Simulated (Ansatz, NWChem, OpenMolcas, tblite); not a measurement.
**From F to I: the dipole moment**

Gas-phase molecules, one atom swapped for its congeners: CaF; CaCl (calcium monochloride); CaBr; CaI. All are doublets with charge 0.

Shapes, held fixed at every level: PBE0-D4/def2-TZVP. Programs: Ansatz 0.2.0, NWChem 7.3.0, OpenMolcas 26.06, tblite 0.8.0. A level may come from different programs for different species; with the same settings they agree closely. Values in D.

```json
{"level": "GFN1-xTB", "CaF": "6.98", "CaCl": "8.62", "CaBr": "7.07", "CaI": "6.75"}
{"level": "HF/STO-3G", "CaF": "2.15", "CaCl": "5.03", "CaBr": "4.17", "CaI": "4.69"}
{"level": "HF/3-21G", "CaF": "3.22", "CaCl": "5.71", "CaBr": "5.48", "CaI": "6.04"}
{"level": "PBE0/def2-SVP", "CaF": "3.28", "CaCl": "4.20", "CaBr": "4.48", "CaI": "4.79"}
```

At PBE0/def2-SVP the dipole moment rises at every step, from 3.28 to 4.79 D. 1 of 4 levels show this order throughout; 2 agree on the largest and the smallest. Open shells run unrestricted. For atoms past krypton def2 sets carry core potentials with scalar relativity. All-electron rows are non-relativistic unless named. Relativity is left out for Br. GFN1-xTB strays far from the other rows.
